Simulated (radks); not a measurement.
The numbers below are computed, except where a source is named.
All-electron atom: Er12+ in [Kr] 4d10 4f8 5s2. Code: a radial shooting solver on a logarithmic mesh with Libxc functionals. Model: non-relativistic Kohn-Sham, LDA (Slater exchange, Perdew-Wang correlation), spin-unpolarised, spherical densities, point nucleus; relativity is left out, which matters for an element this heavy.

Normalised radial functions P(r) = r R(r), r in bohr:

| r | 4p | 6s |
|---|---|---|
| 0.001499 | 0.0035 | 0.0352 |
| 0.001999 | 0.0061 | 0.0453 |
| 0.002666 | 0.0107 | 0.0576 |
| 0.003556 | 0.0184 | 0.0720 |
| 0.004743 | 0.0314 | 0.0880 |
| 0.006275 | 0.0521 | 0.1035 |
| 0.00837 | 0.0862 | 0.1165 |
| 0.01116 | 0.1392 | 0.1219 |
| 0.01489 | 0.2172 | 0.1125 |
| 0.0197 | 0.3201 | 0.0815 |
| 0.02628 | 0.4477 | 0.0213 |
| 0.03505 | 0.5699 | -0.0642 |
| 0.04674 | 0.6270 | -0.1531 |
| 0.06234 | 0.5286 | -0.1989 |
| 0.08249 | 0.2092 | -0.1484 |
| 0.11 | -0.3203 | 0.0197 |
| 0.1467 | -0.8130 | 0.2224 |
| 0.1957 | -0.8563 | 0.2734 |
| 0.259 | -0.2224 | 0.0518 |
| 0.3454 | 0.8297 | -0.3031 |
| 0.4606 | 1.5297 | -0.3741 |
| 0.6144 | 1.4136 | 0.0439 |
| 0.8195 | 0.7988 | 0.5357 |
| 1.084 | 0.2833 | 0.4253 |
| 1.446 | 0.0540 | -0.3460 |
| 1.929 | 0.0047 | -0.8939 |
| 2.572 | 0.0002 | -0.6477 |
| 3.404 | 0.0000 | -0.2034 |
| 4.54 | 0.0000 | -0.0236 |
| 6.055 | 0.0000 | -0.0008 |

4p: eigenvalue -528.85 eV, 2 radial nodes at r = 0.0933, 0.276 bohr, <r> = 0.549 bohr, 90 % of the charge inside 0.795 bohr. 6s (empty): eigenvalue -127.18 eV, 5 radial nodes at r = 0.0284, 0.107, 0.270, 0.601, 1.29 bohr, <r> = 1.99 bohr, 90 % of the charge inside 2.74 bohr.
